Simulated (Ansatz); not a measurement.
cis-NiBr2(NH3)2 (NiBr₂N₂H₆), relaxed as a triplet with UKS PBE-D4/def2-SVP in Ansatz, starting from the PBE-D4/def2-SVP geometry of the neutral singlet. Force threshold 0.02 eV/Å.

The name describes the singlet; other states may take another shape.

Start:

Cartesian coordinates in Å:
```
Ni -0.539 -0.350 -0.482
Br -0.364 -1.876 -2.209
Br -2.839 -0.202 -0.658
N -0.680 0.949 0.970
H -0.272 1.876 0.770
H -0.324 0.652 1.891
H -1.709 1.077 1.049
N 1.404 -0.480 -0.322
H 1.647 -1.103 -1.119
H 1.740 -0.940 0.537
H 1.937 0.397 -0.427
```

Problem. Estimate the energy that the relaxation releases and the steps that it takes.

Solution. 1.07 eV, in 21 steps; 66 s on 4 threads of Arm Neoverse V2 on a shared host. The force fell under the threshold at step 19, but the optimiser went on. No frequencies were taken in this run, so the end may be a saddle point.

Problem. Does the start keep its bonding and symmetry?

Solution. By distances, no bond broke or formed. The bond that changes most is Ni1–N8, from 1.95 to 2.03 Å (atoms count from 1).

Problem. Predict the relaxed structure.

Solution. 
```xyz
11

Ni   -0.568   -0.372   -0.504
Br   -0.154    0.557   -2.622
Br   -1.758   -1.812    0.922
N    -0.854    1.375    0.495
H    -0.472    2.169   -0.039
H    -0.493    1.408    1.458
H    -1.872    1.512    0.567
N     1.292   -1.087   -0.104
H     1.555   -1.693   -0.896
H     1.281   -1.671    0.745
H     2.041   -0.386   -0.022
```
Bond lengths: 2 × Br–Ni 2.35 Å; 2 × N–Ni 2.03 Å; 6 × H–N 1.03 Å.
